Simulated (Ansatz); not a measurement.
Consider the substitution at a C–Sn bond: `[CH3][SnH2][CH2]F` + CH₃SH → `CSCF` + `[CH3][SnH3]`.

Isolated molecules relaxed with PBE0-D4/def2-TZVP in Ansatz; ΔE leaves out vibrations. CCSD(T)/CBS adds triple-zeta CCSD(T) − MP2 to the extrapolated MP2 energy (def2 sets, frozen cores). This one scheme is used for every species. Functionals use def2-TZVPP. B3LYP here is the variant with VWN-RPA as its local correlation; programs differ in this. Elements past krypton have def2 core potentials. For Sn outer-core shells are correlated without core-valence functions, which leaves a few kJ/mol of doubt a bond. Each species was taken in one conformer, which may not be the lowest.

```csv
level,ΔE (kcal/mol)
PBE-D4,-2.4
BLYP-D4,-1.4
B3LYP-D4,-1.5
BHLYP-D4,-1.6
CAM-B3LYP-D4,-2.0
BLYP,-1.0
CCSD/def2-SVP,-1.6
MP2/def2-TZVPP,-1.0
```

What does CCSD(T)/CBS give? (Best estimate.)

Computed: -0.3 kcal/mol. The listed levels differ from it by -2.1, -1.1, -1.2, -1.3, -1.7, -0.7, -1.3, -0.7 kcal/mol.

Largest T1 diagnostic among the species: 0.012.

Leaving LDA and LC-ωPBE aside and taking each functional with its dispersion term where it has one, the values, not all of them listed here, spread over 2.6 kcal/mol, from B97M-V to B2PLYP. LDA lies −2.3 kcal/mol from PBE without D4. In def2-TZVPP, CCSD(T) changes the Hartree–Fock value by +0.9 kcal/mol (the triples alone add −0.2 kcal/mol) and MP2 by +0.8 kcal/mol. At CCSD(T), def2-SVP lies −1.7 kcal/mol from the extrapolated value and def2-TZVPP −0.6 kcal/mol.
